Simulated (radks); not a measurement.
Species: the lead ion Pb3+. Configuration: [Xe] 4f13 5d10 6s1 6p1 (not the ground configuration). Calculated with a radial shooting solver on a logarithmic mesh with Libxc functionals: scalar-relativistic Kohn-Sham, SCAN, spin-polarised, spherical densities, finite nucleus; open shells are filled with parallel spins first (spin-orbit coupling, left out, can overturn this in heavy ions); meta-GGA in the generalised Kohn-Sham scheme; Fermi nuclear charge, rms radius 5.5012 fm.

Normalised radial functions P(r) = r R(r), r in bohr:

| r | 4f down |
|---|---|
| 0.00151 | 0.0000 |
| 0.00203 | 0.0000 |
| 0.002752 | 0.0000 |
| 0.003729 | 0.0000 |
| 0.005014 | 0.0000 |
| 0.006795 | 0.0000 |
| 0.009136 | 0.0001 |
| 0.01238 | 0.0004 |
| 0.01665 | 0.0011 |
| 0.02256 | 0.0033 |
| 0.03058 | 0.0093 |
| 0.04111 | 0.0247 |
| 0.05572 | 0.0629 |
| 0.07491 | 0.1459 |
| 0.1015 | 0.3141 |
| 0.1376 | 0.5999 |
| 0.185 | 0.9772 |
| 0.2507 | 1.3613 |
| 0.3371 | 1.5471 |
| 0.4568 | 1.4067 |
| 0.6191 | 0.9940 |
| 0.8323 | 0.5377 |
| 1.128 | 0.2076 |
| 1.517 | 0.0556 |
| 2.055 | 0.0087 |
| 2.763 | 0.0007 |
| 3.745 | 0.0000 |
| 5.076 | 0.0000 |
| 6.824 | 0.0000 |

4f down: eigenvalue -182.25 eV, 0 radial nodes, <r> = 0.447 bohr, 90 % of the charge inside 0.706 bohr.

Empty levels of this run are not shown, since the potential may be unsettled where no density lies.
